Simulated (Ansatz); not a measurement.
`C[NH][In]([Cl])[Cl]` + HCl → `[Cl][In]([Cl])[Cl]` + CH₃NH₂ at 298.15 K and 1 bar (ligand exchange at the In–N bond).

Gas-phase electronic energies from Ansatz, PBE0-D4/def2-TZVP geometries. CCSD(T)/CBS is the MP2 limit (def2-TZVPP, def2-QZVPP) plus CCSD(T) − MP2 in def2-TZVPP, frozen cores. This one scheme is used for every species. def2 core potentials past Kr. For In outer-core shells are correlated without core-valence functions, which leaves a few kJ/mol of doubt a bond. One conformer a species, not always the lowest.

```csv
species,CCSD(T)/CBS energy (Eh),H − E (kJ/mol),S (J/(mol·K))
`C[NH][In]([Cl])[Cl]`,-1204.63611,170.5,397.6
HCl,-460.38127,26.6,186.8
`[Cl][In]([Cl])[Cl]`,-1569.29867,26.9,341.0
CH₃NH₂,-95.75281,180.0,240.4
```

H − E and S are ideal-gas, rigid-rotor, harmonic terms from PBE0-D4/def2-TZVP, for one conformer and one mirror image of each species. 1 Eh = 2625.50 kJ/mol, R = 8.31446 J/(mol·K).

Problem. By hand: ΔE, ΔH, ΔS and ΔG.

Solution. ΔE = (-1569.29867) + (-95.75281) − (-1204.63611) − (-460.38127) = -0.03410 Eh = -89.5 kJ/mol. Δ(H − E) = 26.9 + 180.0 − 170.5 − 26.6 = 9.8, so ΔH = -79.7 kJ/mol. ΔS = 341.0 + 240.4 − 397.6 − 186.8 = -3.0 J/(mol·K). ΔG = -79.7 − 298.15 × (-3.0)/1000 = -78.8 kJ/mol.

Problem. By hand: the equilibrium constant, and the temperature at which ΔG would vanish if ΔH and ΔS stayed fixed.

Solution. log₁₀ K = −ΔG/(RT ln 10) = 13.8. ΔG = 0 at ΔH/ΔS = 26567 K, far beyond where these terms or the molecules hold.

The number of gas molecules stays the same, so ΔS is small and ΔH decides. A doubt of 5 kJ/mol in ΔE shifts log₁₀ K by 0.9 here. Other conformers and mirror images would add mixing entropy, several J/(mol·K) or more a flexible species. These are equilibria of isolated gas molecules and say nothing of rates. Largest T1 diagnostic: 0.013 (customary marks: 0.02 for closed shells, 0.045 for open ones).
